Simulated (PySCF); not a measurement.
CHOS, charge +1, singlet, at a GFN2-xTB geometry; CAMB3LYP/6-311G** in PySCF.

Input for PySCF:
```python
from pyscf import gto, scf, dft

mol = gto.M(
    atom='''
O     1.65943916   -0.41995957    0.20770173
C     0.57320951   -0.15369142    0.08329200
S    -0.95546310    0.29395335   -0.18938823
H    -1.42736083   -0.42142851    0.86884578
''',
    basis='6-311g**',
    charge=1,
    verbose=4,
)

mf = dft.RKS(mol)
mf.xc = 'camb3lyp'
mf.grids.atom_grid = (99, 590)
mf.grids.prune = None
mf.kernel()
```

**Question.** Write the output that PySCF gives for this input, abridged.

**Answer.** 
```
PySCF version 2.14.0

[INPUT] verbose = 4
[INPUT] num. atoms = 4
[INPUT] num. electrons = 30
[INPUT] charge = 1
[INPUT] spin (= nelec alpha-beta = 2S) = 0
[INPUT] symmetry False subgroup None
[INPUT] Mole.unit = angstrom
[INPUT] Symbol           X                Y                Z      unit          X                Y                Z       unit  Magmom
[INPUT]  1 O      1.659439160000  -0.419959570000   0.207701730000 AA    3.135885532778  -0.793608570690   0.392499385298 Bohr   0.0
[INPUT]  2 C      0.573209510000  -0.153691420000   0.083292000000 AA    1.083208985896  -0.290434691496   0.157399068367 Bohr   0.0
[INPUT]  3 S     -0.955463100000   0.293953350000  -0.189388230000 AA   -1.805563581128   0.555491324898  -0.357891885916 Bohr   0.0
[INPUT]  4 H     -1.427360830000  -0.421428510000   0.868845780000 AA   -2.697321049632  -0.796384464984   1.641880568684 Bohr   0.0

nuclear repulsion = 87.7575214459153
number of shells = 32
number of NR pGTOs = 115
number of NR cGTOs = 68
basis = 6-311g**
ecp = {}

******** <class 'pyscf.dft.rks.RKS'> ********
method = RKS
initial guess = minao
damping factor = 0
level_shift factor = 0
DIIS = <class 'pyscf.scf.diis.CDIIS'>
diis_start_cycle = 1
diis_space = 8
diis_damp = 0
SCF conv_tol = 1e-09
SCF conv_tol_grad = None
SCF max_cycles = 50
direct_scf = True
direct_scf_tol = 1e-13
XC library pyscf.dft.libxc version 7.1.2
    S. Lehtola, C. Steigemann, M. J. T. Oliveira, and M. A. L. Marques,  SoftwareX 7, 1–5 (2018)
XC functionals = camb3lyp
    T. Yanai, D. P. Tew, and N. C. Handy,  Chem. Phys. Lett. 393, 51 (2004)
radial grids:
    Treutler-Ahlrichs [JCP 102, 346 (1995); DOI:10.1063/1.469408] (M4) radial grids

becke partition: Becke, JCP 88, 2547 (1988); DOI:10.1063/1.454033
pruning grids: None
grids dens level: 3
symmetrized grids: False
atomic radii adjust function: <function treutler_atomic_radii_adjust>
User specified grid scheme (99, 590)
small_rho_cutoff = 0
Set gradient conv threshold to 3.16228e-05
Initial guess from minao.
tot grids = 233640
init E= -512.629269073645
  HOMO = -0.341718852650601  LUMO = -0.0719634791794264  gap/eV = 7.34042
cycle= 1 E= -511.627691399287  delta_E=    1  |g|= 0.815  |ddm|= 1.81
  HOMO = -0.675451866637562  LUMO = -0.343599975952881  gap/eV = 9.03015
cycle= 2 E= -511.267645990018  delta_E= 0.36  |g|= 1.69  |ddm|= 1.12
  HOMO = -0.662171714178487  LUMO = -0.329358176392392  gap/eV = 9.05632
cycle= 3 E= -511.777228195813  delta_E= -0.51  |g|= 0.116  |ddm|= 0.695
  HOMO = -0.64731363371141  LUMO = -0.28965291353813  gap/eV = 9.73244
cycle= 4 E= -511.779580565819  delta_E= -0.00235  |g|= 0.0567  |ddm|= 0.117
  HOMO = -0.643334982289498  LUMO = -0.292761797235412  gap/eV = 9.53958
cycle= 5 E= -511.780283318011  delta_E= -0.000703  |g|= 0.0133  |ddm|= 0.0512
  HOMO = -0.644414895811308  LUMO = -0.291609354748121  gap/eV = 9.60033
cycle= 6 E= -511.780317351029  delta_E= -3.4e-05  |g|= 0.00221  |ddm|= 0.00951
  HOMO = -0.644211962598098  LUMO = -0.291483183509488  gap/eV = 9.59824
cycle= 7 E= -511.7803194107  delta_E= -2.06e-06  |g|= 0.000453  |ddm|= 0.00303
  HOMO = -0.644255183110566  LUMO = -0.291499993079836  gap/eV = 9.59896
cycle= 8 E= -511.78031959013  delta_E= -1.79e-07  |g|= 0.00015  |ddm|= 0.000914
  HOMO = -0.644253928951291  LUMO = -0.291482193690331  gap/eV = 9.59941
cycle= 9 E= -511.780319607524  delta_E= -1.74e-08  |g|= 4.66e-05  |ddm|= 0.000268
  HOMO = -0.644259100874289  LUMO = -0.29147885000091  gap/eV = 9.59964
cycle= 10 E= -511.780319609075  delta_E= -1.55e-09  |g|= 6.86e-06  |ddm|= 9.18e-05
  HOMO = -0.644258871083158  LUMO = -0.291478835250105  gap/eV = 9.59963
cycle= 11 E= -511.780319609114  delta_E= -3.97e-11  |g|= 3.3e-06  |ddm|= 1.52e-05
  HOMO = -0.6442590831254  LUMO = -0.291478520539816  gap/eV = 9.59965
Extra cycle  E= -511.780319609112  delta_E= 2.05e-12  |g|= 5.39e-06  |ddm|= 4.7e-06
converged SCF energy = -511.780319609112
```
